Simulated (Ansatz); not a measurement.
C2H8GaN (SMILES [CH3][Ga]([CH3])[NH2]): the vertical energy of the triplet above the singlet, rung by rung

The species is C2H8GaN (12 atoms), meant as a singlet with charge 0. As SMILES, `[CH3][Ga]([CH3])[NH2]`. The coordinates come from a PBE0-D4/def2-TZVP relaxation.

Quantity: the vertical energy of the triplet above the singlet, in eV. The values are calculated.

| level | kind | program | value (eV) | less CCSD(T)/cc-pVDZ | CPU time (all runs) |
| --- | --- | --- | --- | --- | --- |
| HF/cc-pVDZ | Hartree–Fock | Ansatz | 4.62 | -0.77 | 80 s |
| SVWN5/cc-pVDZ | LDA | Ansatz | 5.19 | -0.20 | 31 s |
| PBE/cc-pVDZ | GGA | Ansatz | 5.07 | -0.32 | 57 s |
| revPBE/cc-pVDZ | GGA | Ansatz | 5.05 | -0.34 | 69 s |
| r2SCAN/cc-pVDZ | meta-GGA | Ansatz | 5.12 | -0.27 | 2.3 min |
| B3LYP/cc-pVDZ | global hybrid | Ansatz | 5.35 | -0.04 | 78 s |
| PBE0/cc-pVDZ | global hybrid | Ansatz | 5.30 | -0.09 | 1.8 min |
| CCSD(T)/cc-pVDZ | coupled cluster or CI | Ansatz | 5.39 | 0.00 | 8.8 min |

CCSD(T)/cc-pVDZ is the highest level here, not the true value. All-electron rows without a relativistic Hamiltonian named are non-relativistic. The values span 4.62 to 5.39 eV. A triplet this far above the singlet is often a Rydberg-like or dissociative state; sets without diffuse functions put Rydberg states too high. In the correlated wave-function rows the outer d shell of Ga is correlated, in sets not made for it. Times are those of the runs behind each value, whatever else they computed, on shared processors of several kinds: orders of magnitude only.
